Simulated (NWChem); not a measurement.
# C$_{2}$H$_{6}$OSi; SMILES O1CC[SiH2]1

```xyz
10

C      0.2794    -1.2836     0.0000
C     -1.1115    -0.6029     0.0000
Si    -0.0816     0.9758     0.0000
O      1.1744    -0.1577     0.0000
H      0.4561    -1.9089     0.8922
H      0.4561    -1.9089    -0.8922
H     -1.7175    -0.8033     0.8946
H     -1.7175    -0.8033    -0.8946
H     -0.1215     1.8495    -1.2110
H     -0.1215     1.8495     1.2110
```
Atoms are numbered in this order, from 1.

Results from NWChem. Structure relaxed at the PBE0/def2-SVP level. Level: PBE0/def2-SVP with SMD (1 M gas to 1 M solution), gas-phase geometry. Reactions with the solvent are ignored.

Task: What does the run give for solvent water? Quantities: solvation free energy (kcal/mol); cavity-dispersion-structure term (kcal/mol); dipole in solution (D).

Result: 
```
Property                                     Result
-------------------------------------------  ------
solvation free energy (kcal/mol)               -1.9
cavity-dispersion-structure term (kcal/mol)     2.5
dipole in solution (D)                         2.47
```
